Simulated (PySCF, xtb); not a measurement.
C2H4ClNOSi, SMILES C[Si@@H](Cl)OC#N. Other conformers were not sampled.

Harmonic wavenumbers (cm⁻¹) from GFN2-xTB (xtb) at its own minimum, in rising order: 43, 80, 104, 151, 198, 228, 481, 485, 528, 624, 637, 685, 773, 832, 840, 1241, 1379, 1460, 1468, 2306, 2465, 3013, 3033, 3055.

### Question
What does PBE-D3(BJ)/def2-SVP run with PySCF give at its own minimum? (An estimate is asked for; the answer gives what the named calculation found.)

### Answer
41, 90, 148, 188, 223, 281, 493, 501, 533, 657, 667, 726, 753, 838, 863, 1166, 1226, 1371, 1373, 2249, 2313, 2981, 3087, 3091. Paired by order, the mean absolute difference is 46 cm⁻¹ and the zero-point energies are 37.3 and 37.0 kcal/mol.
